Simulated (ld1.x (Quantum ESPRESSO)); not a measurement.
**oxygen: variants of one TM potential**

Base potential:

* Element: O (Z = 8)
* Generator: ld1.x (Quantum ESPRESSO) 7.5
* Type: norm-conserving Troullier–Martins (Kleinman–Bylander form)
* Functional: LDA (PZ)
* Relativity: scalar-relativistic
* Frozen core: [He]
* Valence charge: 6
* Reference configuration: 2s2 2p2 (charge +2)
* Partial waves: 2s (bound): rc 0.60 bohr; 2p (bound): rc 1.80 bohr
* Local potential: all-electron potential smoothed inside 1.55 bohr (lloc = -1)
* Core correction: a·sin(br)/r model core, default radius (core density twice the valence density)

All-electron outer shells of the reference configuration (LDA (PZ), scalar-relativistic, ld1.x):

```
shell  level (eV)  outermost node (bohr)  outermost maximum (bohr)
   2s      -58.02                   0.28                      0.84
   2p      -43.35                      –                      0.74
```

Cutoffs, loose and tight: the cutoffs (Ry, on a coarse ladder) from which the occupation-weighted sum of valence levels, in a spherical-Bessel basis at the reference potential, stays within 10 and 1 mRy of its value at 400 Ry. They do not see the model core or the augmentation charge, which bear on the density cutoff. Test errors are all-electron minus pseudo excitation energies from the reference, over the configurations 2s2 2p4; 2s2 2p3; 2s2 2p1; 2s1 2p5; 2s2 2p3.5; 2s2 2p4.3; 2s0 2p6 (two spin-polarised tests are not counted in the largest error). A dash means not determined; rows that change the core or the reference have their own tests.

A true bound ghost makes a file unfit for plane-wave use even where its test errors are small: the radial tests pick states by their node count and pass the ghost by.

The default core radius of the base comes out at 0.36 bohr.

| change | outcome | cutoff, loose | cutoff, tight | bound ghosts | largest test error (meV) |
| --- | --- | --- | --- | --- | --- |
| base | generated | 200 Ry | over 300 Ry | s | +1077 |
| functional PBE | generated | 200 Ry | over 300 Ry | s | +1000 |
| non-relativistic | generated | 200 Ry | over 300 Ry | s | +1075 |
| local potential all-electron potential smoothed inside 0.76 bohr (lloc = -1) | generated | 200 Ry | over 300 Ry | none | +1117 |
| all radii but the core radius scaled by about 1.17 (s 0.70, p 2.10 bohr); local potential all-electron potential smoothed inside 1.82 bohr (lloc = -1) | generated | 90 Ry | 200 Ry | none | +1796 |
| wave 2p (bound): rc 1.80 bohr becomes 2p (bound): rc 2.10 bohr | generated | 200 Ry | over 300 Ry | s | +1829 |
| local potential the s channel | generated | 200 Ry | over 300 Ry | none | +1113 |
| wave 2s (bound): rc 0.60 bohr becomes 2s (bound): rc 0.80 bohr | generated | 90 Ry | 200 Ry | s | +1068 |
| core correction a·sin(br)/r model core inside 0.56 bohr | generated | 200 Ry | over 300 Ry | s | +1087 |
| functional BLYP | generated | 200 Ry | over 300 Ry | s | +1071 |
| wave 2p (bound): rc 1.80 bohr becomes 2p (bound): rc 1.50 bohr | generated | 200 Ry | over 300 Ry | s | +473 |

Problem. What comes out with this change to the base: reference 2s1 2p5?

Solution. outcome: generated; cutoff, loose: 180 Ry; cutoff, tight: over 300 Ry; bound ghosts: s; largest test error (meV): +3171.

Problem. What comes out with this change to the base: reference 2s2 2p3.75?

Solution. outcome: generated; cutoff, loose: 200 Ry; cutoff, tight: over 300 Ry; bound ghosts: s; largest test error (meV): -256.
